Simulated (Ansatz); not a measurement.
System: BCl, charge 1, multiplicity 2. SMILES: [B][Cl+]

Atoms: B1, Cl2. Bonds: B1-Cl2.

Bond lengths (Å) and angles (degrees) optimised at HF/3-21G with Ansatz (a first-principles code); B3LYP/LANL2DZ with Ansatz; B3LYP/6-31G* with Ansatz, each started from the B3LYP-D3(BJ)/def2-TZVP structure (Ansatz) of the last column. A row stands for all coordinates that are equal there. 6-31G* holds six Cartesian d functions.

```json
[
 {"coordinate": "B1-Cl2", "HF/3-21G": "1.637", "B3LYP/LANL2DZ": "1.668", "B3LYP/6-31G*": "1.608", "B3LYP-D3(BJ)/def2-TZVP": "1.600"}
]
```

Mean signed difference of all 1 bond lengths from B3LYP-D3(BJ)/def2-TZVP: HF/3-21G 0.037 Å, B3LYP/LANL2DZ 0.068 Å, B3LYP/6-31G* 0.008 Å.
